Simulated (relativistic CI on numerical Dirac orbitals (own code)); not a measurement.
## Ligand-field terms of d8

Computed with a parametric ligand-field model of a d^n configuration (Racah B and C, spin-orbit zeta, crystal field), exact diagonalisation.

Field parameters in Wybourne normalisation: Oh B⁴₀ = 21Dq, B⁴₄ = √(5/14) B⁴₀; Td as Oh with Dq negative (B⁴₀ = 21Dq, B⁴₄ = √(5/14) B⁴₀). The field is a parameter set, without covalency.

(1) Ground term and bands for B = 300, C = 1140, ζ = 0 cm⁻¹, Td, 10Dq = -5400 cm⁻¹?

(2) Ground term and bands for B = 730, C = 3040, ζ = 0 cm⁻¹, Oh, 10Dq = 10900 cm⁻¹?

(3) A d8 ion in Oh symmetry has the ground term 3A2 and bands at 3T2 6900 cm⁻¹ (1449 nm), 1E 9415 cm⁻¹ (1062 nm), 3T1 11147 cm⁻¹ (897 nm), 1A1 15601 cm⁻¹ (641 nm), 1T2 16079 cm⁻¹ (622 nm), 3T1 18403 cm⁻¹ (543 nm). Which parameters reproduce them?

(4) A d8 ion in Oh symmetry has the ground term 3A2 and bands at 1E 10697 cm⁻¹ (935 nm), 1A1 20342 cm⁻¹ (492 nm), 3T2 39750 cm⁻¹ (252 nm), 3T1 47107 cm⁻¹ (212 nm), 1T2 50385 cm⁻¹ (198 nm), 3T1 81893 cm⁻¹ (122 nm). Which parameters reproduce them?

(5) A d8 ion in Oh symmetry has the ground term 3A2 and bands at 1E 6595 cm⁻¹ (1516 nm), 1A1 12106 cm⁻¹ (826 nm), 3T2 12850 cm⁻¹ (778 nm), 3T1 17322 cm⁻¹ (577 nm), 1T2 19365 cm⁻¹ (516 nm), 3T1 27678 cm⁻¹ (361 nm). Which parameters reproduce them?

## Answers

(1) Ground term 3T1 with 3.96 electrons in the two orbitals of the cubic e set. Spin-allowed: 3T2 4882 cm⁻¹ (2048 nm), 3T1 8864 cm⁻¹ (1128 nm), 3A2 10282 cm⁻¹ (973 nm). Lowest spin-forbidden: 1T2 4258 cm⁻¹ (2348 nm), 1E 4360 cm⁻¹ (2294 nm), 1A1 8892 cm⁻¹ (1125 nm).

(2) Ground term 3A2 with 2.00 electrons in the two orbitals of the cubic e set. Spin-allowed: 3T2 10900 cm⁻¹ (917 nm), 3T1 16939 cm⁻¹ (590 nm), 3T1 26711 cm⁻¹ (374 nm). Lowest spin-forbidden: 1E 11640 cm⁻¹ (859 nm), 1A1 19831 cm⁻¹ (504 nm), 1T2 22294 cm⁻¹ (449 nm). With an A2 ground term the first spin-allowed band lies at |10Dq| itself.

(3) B = 590, C = 2490, ζ = 0 cm⁻¹, Oh, 10Dq = 6900 cm⁻¹.

(4) B = 650, C = 2780, ζ = 0 cm⁻¹, Oh, 10Dq = 39750 cm⁻¹.

(5) B = 430, C = 1620, ζ = 0 cm⁻¹, Oh, 10Dq = 12850 cm⁻¹.
